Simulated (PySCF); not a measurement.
The dipole of `F[Si@H](CC[SiH3])N([SiH3])[SiH3]` from its density and from atomic charges.

Coordinates (GFN2-xTB, Å) and charges (e) from the PBE0/pcSseg-1 density (PySCF):

| atom | x | y | z | Mulliken | IAO | Hirshfeld | ESP-fitted |
| --- | --- | --- | --- | --- | --- | --- | --- |
| F1 | -0.944 | -0.418 | -2.818 | -0.4264 | -0.5423 | -0.2128 | -0.3375 |
| Si2 | -0.171 | 0.194 | -1.531 | +1.1163 | +1.2719 | +0.4490 | +0.6909 |
| C3 | 1.202 | -1.040 | -1.100 | -0.5691 | -0.5697 | -0.1625 | -0.3938 |
| C4 | 1.577 | -1.096 | 0.381 | -0.5347 | -0.5179 | -0.1535 | -0.1547 |
| Si5 | 2.390 | 0.488 | 1.040 | +0.4902 | +0.5965 | +0.3143 | +0.3567 |
| N6 | -1.341 | 0.358 | -0.265 | -1.1008 | -1.0399 | -0.3429 | -0.4420 |
| Si7 | -1.714 | 1.883 | 0.493 | +0.6270 | +0.7364 | +0.3474 | +0.4732 |
| Si8 | -2.226 | -1.042 | 0.292 | +0.5989 | +0.7290 | +0.3508 | +0.4062 |
| H9 | 0.274 | 1.502 | -1.980 | -0.1008 | -0.1491 | -0.0770 | -0.1137 |
| H10 | 2.093 | -0.810 | -1.688 | +0.1503 | +0.1507 | +0.0413 | +0.1201 |
| H11 | 0.877 | -2.033 | -1.424 | +0.1628 | +0.1577 | +0.0424 | +0.1278 |
| H12 | 2.252 | -1.942 | 0.544 | +0.1511 | +0.1505 | +0.0430 | +0.0856 |
| H13 | 0.677 | -1.306 | 0.964 | +0.1666 | +0.1398 | +0.0332 | +0.0369 |
| H14 | 3.583 | 0.790 | 0.239 | -0.0724 | -0.1197 | -0.0775 | -0.0958 |
| H15 | 2.807 | 0.246 | 2.426 | -0.0797 | -0.1132 | -0.0772 | -0.1039 |
| H16 | 1.464 | 1.620 | 0.987 | -0.0951 | -0.1254 | -0.0722 | -0.1057 |
| H17 | -3.131 | 2.188 | 0.275 | -0.0780 | -0.1317 | -0.0774 | -0.1088 |
| H18 | -1.439 | 1.755 | 1.927 | -0.0827 | -0.1347 | -0.0791 | -0.1071 |
| H19 | -0.865 | 2.904 | -0.113 | -0.0886 | -0.1153 | -0.0706 | -0.0950 |
| H20 | -1.723 | -2.221 | -0.405 | -0.0836 | -0.1152 | -0.0664 | -0.0590 |
| H21 | -2.003 | -1.164 | 1.737 | -0.0833 | -0.1345 | -0.0790 | -0.0941 |
| H22 | -3.649 | -0.837 | 0.018 | -0.0681 | -0.1239 | -0.0734 | -0.0863 |

What dipole does each set of charges give (1 e·Å = 4.803 D), and what does the density give?

The full density gives (0.74, -0.31, 1.34) D, 1.56 D in size; dipole vectors point from the negative to the positive end.

```csv
scheme,μx,μy,μz,size (D),share of the full size (%),angle to the full dipole (°)
Mulliken,0.88,1.90,2.74,3.45,220,46
IAO,1.29,1.78,2.96,3.69,236,40
Hirshfeld,0.48,0.29,1.19,1.31,84,25
ESP-fitted,0.74,-0.32,1.36,1.59,101,0
```

Which set comes closest?

Length of the difference vector: ESP-fitted 0.02 D, Hirshfeld 0.67 D, Mulliken 2.61 D, IAO 2.69 D. Closest: ESP-fitted. ESP charges are fitted to the potential around the molecule, whose slowest-falling term is the dipole's. The schemes that divide the density aren't constrained to reproduce the dipole.

What is left for the Hirshfeld atoms' own dipoles?

The shares of the density sum to the whole, so what Σ q r misses lies in dipoles about the nuclei. The atomic dipoles sum to (0.74, -0.31, 1.34) − (0.48, 0.29, 1.19) = (0.26, -0.60, 0.15) D, 0.67 D in size.

With the origin at the mean of the coordinates, (0.000, 0.001, 0.000) Å, which are the largest single terms, by size, of the Mulliken dipole along the direction of the full one?

Si2 -7.68, F1 +5.70, N6 +4.93, Si5 +4.55, C4 -3.31 D; all 22 atoms together +2.39 D. The single terms depend on the origin, their sum doesn't.

Give the size of the full dipole in other units.

1.56 D = 0.615 au = 0.326 e·Å = 5.22 × 10⁻³⁰ C·m.

Geometry: GFN2-xTB, one conformer, isolated molecule.

Conformer computed: `[F:1][Si@H:2]([CH2:3][CH2:4][SiH3:5])[N:6]([SiH3:7])[SiH3:8]`: F1–Si2–C3–C4 -150°, Si2–C3–C4–Si5 -67°, F1–Si2–N6–Si7 -121°.
